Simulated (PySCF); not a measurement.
All values below come from PBE-D3(BJ)/def2-TZVP // PBE-D3(BJ)/def2-SVP (PySCF 2.14.0). Gas-phase values, no solvent. One relaxed conformer stands for a flexible species; it need not be the lowest. 

Reference species: [Zn(H)2] (neutral, multiplicity 1).

* **LUMO**: -1.40 eV
* **coordination number**: 2

Changed species: [Zn(SH)2] (2 of 2 H replaced by SH; the reference has 0 of 2 H replaced by SH).

Q: What does the change do to the LUMO and coordination number?

A: the LUMO decreases by 0.50 eV, to -1.90 eV; the coordination number stays essentially unchanged.
